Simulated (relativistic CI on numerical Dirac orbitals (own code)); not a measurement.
From line strength to rate: Cd⁺ 2748.55 Å (air)

Problem. For 4d10.5p 2P°_3/2 – 4d10.6s 2S_1/2 of Cd⁺ a semi-empirical relativistic CI calculation gives the line strength S = 6.962 e²a₀² in the length gauge. The measured levels are 46618.55 and 82990.66 cm⁻¹ (NIST Handbook). Find gf, f, A and the partial lifetime.

Working.
1. σ = 82990.66 − 46618.55 = 36372.11 cm⁻¹, so the vacuum wavelength is 10⁸/σ = 2749.36 Å.
2. gf = 303.756 S/λ(Å) = 0.7692, log gf = -0.114; with g = 4 for the lower level, f = 0.192.
3. A = 2.02613 × 10¹⁸ S/(g_u λ³) with g_u = 2: A = 3.39 × 10^8 s⁻¹.
4. The partial lifetime for this S is 1/A = 2.95 ns; in the calculation this line carries 66 % of the decay of the upper level.

Check. The Handbook lists A = 2.80 × 10^8 s⁻¹, a tabulated value with its own uncertainty (a few per cent for the best lines, 25 % or more for others); ours lies 21 % above it. The velocity form of the same calculation gives S = 6.36, and the gap between the two forms is a rough gauge of the error in S. With the computed energy (33577 cm⁻¹) in place of the measured one the rate would change by the factor (σ_calc/σ)³ = 0.79.
